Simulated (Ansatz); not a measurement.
`[BH]1C[O][SnH2]1`. Total charge 0; spin multiplicity 1. Sn: def2 effective core potential. Geometry: relaxed with PBE0-D4/def2-TZVP.

```xyz
9

B    -0.604   -0.224   -0.990
C    -0.795    0.884    0.086
O     0.201    0.724    1.091
Sn    1.123   -0.895    0.294
H    -1.202   -0.464   -1.991
H    -0.746    1.887   -0.379
H    -1.816    0.836    0.512
H     2.769   -0.543   -0.019
H     1.071   -2.205    1.395
```

(1) What is the dipole moment at PBE/def2-TZVPP? (Estimate.)

(2) And with r2SCAN, B3LYP, ωB97M-V? (An estimate is asked.)

(3) Give the Mulliken charges with PBE, ωB97M-V, B3LYP in def2-TZVPP. (Estimate.)

Answers

(1) Ansatz gave: 1.97 D, with components (-0.41, -0.99, -1.65) D in this frame, pointing from negative to positive charge.

(2) Computed: r2SCAN 2.12 D, B3LYP 2.29 D, ωB97M-V 2.33 D.

(3) The calculation gave: 
```csv
atom,PBE,ωB97M-V,B3LYP
B1,-0.21,-0.23,-0.18
C2,0.09,0.08,0.10
O3,-0.49,-0.55,-0.56
Sn4,0.66,0.59,0.70
H5,0.04,0.11,0.06
H6,0.07,0.09,0.07
H7,0.07,0.09,0.07
H8,-0.12,-0.09,-0.13
H9,-0.12,-0.09,-0.13
```

B3LYP here is the variant with VWN-RPA as its local correlation; programs differ in this.
